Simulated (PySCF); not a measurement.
C₆H₁₃NP (charge +1).
Numbering: `[CH3:1][CH2:2][CH2:3][CH2:4][PH2+:5][CH2:6][C:7]#[N:8]` (hydrogens: H9, H10, H11 on C1; H12, H13 on C2; H14, H15 on C3; H16, H17 on C4; H18, H19 on P5; H20, H21 on C6)

Method: PySCF 2.14.0, PBE0-D3(BJ)/def2-SVP geometry optimisation, gas phase.

Give the optimised bond lengths and angles.

```csv
bond,length (Å),order
C1–C2,1.520,single
C2–C3,1.524,single
C3–C4,1.531,single
C4–P5,1.807,single
P5–C6,1.827,single
C6–C7,1.452,single
C7≡N8,1.156,triple
"C1–H9, C1–H10, C1–H11",1.100,single
"C2–H12, C2–H13",1.107,single
"C3–H14, C3–H15",1.103,single
"C4–H16, C4–H17",1.104,single
"P5–H18, P5–H19",1.410,single
"C6–H20, C6–H21",1.104,single
```

Bonds in one row agree within 0.01 Å and their mean is given. Orders are formal, as drawn. A selection of angles:
```csv
angle,degrees
C1–C2–C3,112.7
C2–C3–C4,114.3
C3–C4–P5,113.4
C4–P5–C6,112.2
P5–C6–C7,110.0
C6–C7–N8,176.9
```

Torsions: C1–C2–C3–C4 175° (antiperiplanar); C2–C3–C4–P5 56° (synclinal); C3–C4–P5–C6 166° (antiperiplanar); C4–P5–C6–C7 179° (antiperiplanar). The mirror-image conformer, all signs reversed, is as good.

The 2 C–P bonds span 1.807 Å (C4–P5, drawn single) to 1.827 Å (P5–C6, drawn single), a spread of 0.020 Å. The C–C distances run from 1.452 Å (C6–C7, drawn single) to 1.531 Å (C3–C4, drawn single), a spread of 0.079 Å. P5 (phosphonium phosphorus) is distorted tetrahedral (angles from 105.9° to 112.6°). Of the pairs four or more bonds apart, P5···H12 is among the closest relative to their van der Waals radii: 2.83 Å, 94 % of the sum of Bondi's values.

Point group: C1 (no symmetry element, even within 0.4 Å). PBE0-D3(BJ)/def2-SVP frequencies: not computed here.
